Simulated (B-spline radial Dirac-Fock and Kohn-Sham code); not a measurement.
# What relativity does to the binding energies of Te²⁸⁺

System: tellurium as Te²⁸⁺, 1s2 2s2 2p6 3s2 3p6 3d6.

Both columns are ΔSCF binding energies of the configuration average from a radial atomic solver: non-relativistic Hartree-Fock with a point nucleus, and Dirac-Fock with a finite nucleus and the Coulomb interaction alone, averaged over the two j levels with weights 2j+1.

```csv
shell,Hartree-Fock (eV),Dirac-Fock (eV),shift (eV),shift (%)
1s,31883.3,33114.0,+1230.64,+3.86
2s,5803.8,6115.9,+312.04,+5.38
2p,5508.7,5606.1,+97.38,+1.77
3s,1951.5,2029.8,+78.32,+4.01
3p,1828.2,1857.6,+29.49,+1.61
3d,1628.8,1626.4,-2.41,-0.15
```

Relativity binds 1s, 2s, 2p, 3s, 3p more strongly, among those listed most of all 2s in relative terms, and 3d more weakly, because the contracted s and p shells screen the nucleus better.

Values without a named source are computed, but for edge energies of neutral atoms, which are taken from tables.
